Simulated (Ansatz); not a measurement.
`[F][Ge]([F])([Cl])[SeH]` + `[F][Zr]([F])([F])[Cl]` → `[F][Ge]([F])([F])[Cl]` + `[F][Zr]([F])([Cl])[SeH]`  (redistribution)

Isolated molecules relaxed with PBE0-D4/def2-TZVP in Ansatz; ΔE leaves out vibrations. CBS: MP2 limit from def2 TZ/QZ plus the TZ coupled-cluster correction, frozen cores. DFT in def2-TZVPP. def2 core potentials past Kr. For Ge, Se, Zr outer-core shells are correlated without core-valence functions, which leaves a few kJ/mol of doubt a bond. Scalar relativity is left out up to krypton. Each species was taken in one conformer, which may not be the lowest.

`[F][Ge]([F])([Cl])[SeH]`:

Z-matrix (Å, degrees):
```
Ge
F 1 1.715
Cl 1 2.114 2 106.0
F 1 1.714 2 105.0 3 -115.1
Se 1 2.308 2 113.1 3 128.0
H 5 1.470 1 90.1 2 -73.6
```

`[F][Zr]([F])([F])[Cl]`:

Cartesian coordinates in Å:
```
F -0.231 1.902 0.051
Zr 0.070 0.039 0.019
F 1.397 -0.348 -1.266
F 0.677 -0.515 1.718
Cl -1.913 -1.079 -0.522
```

`[F][Ge]([F])([F])[Cl]`:

Z-matrix (Å, degrees):
```
Ge
F 1 1.698
F 1 1.698 2 107.7
Cl 1 2.086 2 111.2 3 122.1
F 1 1.698 2 107.7 3 -115.8
```

`[F][Zr]([F])([Cl])[SeH]`:

Z-matrix (Å, degrees):
```
Zr
F 1 1.882
Cl 1 2.336 2 110.1
F 1 1.885 2 112.5 3 121.3
Se 1 2.566 2 106.9 3 -119.8
H 5 1.475 1 87.2 2 -159.8
```

```tsv
level	ΔE (kJ/mol)
PBE-D4	95.0
HF/CBS(def2)	73.3
```

(1) What does CCSD(T)/CBS give? (Best estimate.)

Largest T1 diagnostic among the species: 0.017.

Results:

(1) The calculation gave: +82.0 kJ/mol. The listed levels differ from it by 13.0, -8.7 kJ/mol.

From BLYP to BHLYP (50 % exact exchange), in def2-TZVPP and without D4, ΔE moves by −10.7 kJ/mol. Leaving LDA and LC-ωPBE aside and taking each functional with its dispersion term where it has one, the values, not all of them listed here, spread over 18.8 kJ/mol, from PBE-QIDH to BLYP-D4. LDA lies −3.1 kJ/mol from PBE without D4.
